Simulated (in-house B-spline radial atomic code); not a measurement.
Configurations of Mo2+, with energies counted from [Kr] 4d4. Computed with an all-electron radial atomic-structure program (B-spline basis): Dirac-Hartree-Fock, average of configuration, Fermi nucleus of rms radius 4.4091 fm. Energies include first-order Breit, QED and recoil terms.

Occupations are held fixed; configurations that lie above the ionisation limit could autoionise.

```
            configuration  E - E(ref) (eV)  highest orbital  its <r> (bohr)
             [Kr] 4d3 4f1           17.403            4f5/2           5.644
             [Kr] 4d3 7s1           19.061            7s1/2           9.947
             [Kr] 4d3 7p1           19.906            7p3/2           11.24
[Ar] 3d10 4s2 4p5 4d4 6s1           54.238            6s1/2            5.94
[Ar] 3d10 4s2 4p5 4d4 8s1           60.586            8s1/2           14.86
[Ar] 3d10 4s2 4p5 4d4 6f1           61.197            6f5/2           15.18
[Ar] 3d10 4s2 4p5 4d4 7g1           62.224            7g7/2           21.13
[Ar] 3d10 4s2 4p5 4d4 8f1           62.751            8f5/2           28.87
```

Question: Order these further configurations by energy, lowest first.
A. [Kr] 4d3 6f1
B. [Ar] 3d10 4s2 4p5 4d4 5g1
C. [Kr] 4d3 8p1
D. [Kr] 4d3 5p1
E. [Ar] 3d10 4s2 4p5 4d4 5s1

Answer: D (8.6577 eV), C (21.61 eV), A (21.754 eV), E (42.798 eV), B (59.824 eV).

Question: How far above the reference does [Ar] 3d10 4s2 4p5 4d4 7s1 lie?

Answer: 58.492 eV; its least bound orbital is 7s1/2 with <r> = 9.9 bohr.

Question: How far above the reference does [Ar] 3d10 4s2 4p5 4d4 4f1 lie?

Answer: 56.827 eV; its least bound orbital is 4f5/2 with <r> = 5.58 bohr.

Question: How far above the reference does [Kr] 4d3 6p1 lie?

Answer: 16.619 eV; its least bound orbital is 6p3/2 with <r> = 6.914 bohr.
